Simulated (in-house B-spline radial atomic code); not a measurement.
Ca+ is squeezed into an impenetrable sphere of radius R (the orbitals vanish at R). All numbers are computed (scalar-relativistic (X2C) Hartree-Fock, spin-polarised, averaged over the determinants with the given up and down occupations; Fermi nucleus of rms radius 3.4776 fm) with a radial B-spline atomic code at the basis-set limit, not measured.

Energies in eV above the free ion in [Ar] 4s1:

| R (bohr) | highest level (eV) | [Ar] 4s1 | [He] 2s2 2p5 3s2 3p6 3d1 4s1 | [He] 2s2 2p5 3s2 3p6 4s1 4d1 |
| --- | --- | --- | --- | --- |
| 7.1 | -11.1 | 0.29 | 349.8 | 362.8 |
| 6.63 | -10.9 | 0.4898 | 350 | 363.7 |
| 5.04 | -8.69 | 2.74 | 352 | 370.8 |
| 4.26 | -5.03 | 6.521 | 355.6 | 380.3 |
| 3.46 | 4.91 | 17.54 | 366.2 | 403 |
| 3.26 | 9.59 | 23.14 | 371.6 | 413.1 |
| 2.51 | 47.7 | 77.43 | 424 | 495.9 |
| 2.03 | 115 | 199.6 | 544.1 | 657.9 |
| 1.8 | 177 | 332.6 | 676.6 | 824.8 |
| 1.26 | 547 | 1330 | 1689 | 2015 |

(1) Does [He] 2s2 2p5 3s2 3p6 3d1 4s1 fall below [Ar] 4s1 under compression?

(2) Does [He] 2s2 2p5 3s2 3p6 4s1 4d1 fall below [Ar] 4s1 under compression?

The highest level is first positive in the row R = 3.46 bohr, pushed up by confinement above the zero of the free ion's potential. Each configuration is held fixed and needn't be the lowest in the sphere.

Results:

(1) No, it stays above over the whole range.

(2) No, it stays above over the whole range.
